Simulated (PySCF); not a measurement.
Trends in electronic spectra. Method: TDDFT PBE0/def2-SVPD, vertical, gas phase, core orbitals frozen in the response in PySCF. Geometries: PBE0-D3(BJ)/def2-SVP; one conformer of each isolated species. Triplets are in the Tamm–Dancoff approximation. Relativistic effects are left out although some hold elements past zinc.

Task: Rank by computed LUMO energy, highest first.
A. `FC(F)(F)[CH2][GeH2][SiH3]` (C2H7F3GeSi)
B. `C/C=C/C[As](C)C` (C6H13As)
C. `ClC(Cl)C1=C[SiH2]C=C1` (C5H6Cl2Si)
D. `S(CC)C` (C3H8S)

Result: D (0.64 eV), B (0.28 eV), A (-0.01 eV), C (-1.98 eV).

```json
{"SMILES": "CCSC", "LUMO (eV)": "0.64", "α (au)": "60.8", "T1 (eV)": "5.04", "S1 (eV)": "5.48", "first f ≥ 0.01 (nm)": "211", "S1 mainly": "H→L (62%)"}
{"SMILES": "C/C=C/C[As](C)C", "LUMO (eV)": "0.28", "α (au)": "110.9", "T1 (eV)": "4.08", "S1 (eV)": "5.66", "first f ≥ 0.01 (nm)": "219", "S1 mainly": "H→L (92%)"}
{"SMILES": "FC(F)(F)[CH2][GeH2][SiH3]", "LUMO (eV)": "-0.01", "α (au)": "89.1", "T1 (eV)": "6.45", "S1 (eV)": "7.26", "first f ≥ 0.01 (nm)": "171", "S1 mainly": "H→L (80%)"}
{"SMILES": "ClC(Cl)C1=C[SiH2]C=C1", "LUMO (eV)": "-1.98", "α (au)": "112.7", "T1 (eV)": "2.72", "S1 (eV)": "4.44", "first f ≥ 0.01 (nm)": "279", "S1 mainly": "H→L (98%)"}
```

H and L stand for HOMO and LUMO.

- `CCSC`: Löwdin shares by element: HOMO sulfur 70%, carbon 19% or more; LUMO sulfur 39%, hydrogen 17% or more, carbon 16% or more (atoms not listed hold the other 28%).
- `C/C=C/C[As](C)C`: Löwdin shares by element: HOMO arsenic 45%, carbon 30% or more (atoms not listed hold the other 25%); LUMO carbon 61% or more, arsenic 10% (atoms not listed hold the other 29%).
- `FC(F)(F)[CH2][GeH2][SiH3]`: Löwdin shares by element: HOMO silicon 33%, germanium 32%, carbon 8% or more, hydrogen 5% or more (atoms not listed hold the other 22%); LUMO germanium 32%, hydrogen 20% or more, silicon 15% (atoms not listed hold the other 34%).
- `ClC(Cl)C1=C[SiH2]C=C1`: Löwdin shares by element: HOMO carbon 85% or more; LUMO carbon 68% or more (atoms not listed hold the other 32%).

Without π bonds the low states are Rydberg-like; a valence basis with one diffuse set may place them up to an eV too high.
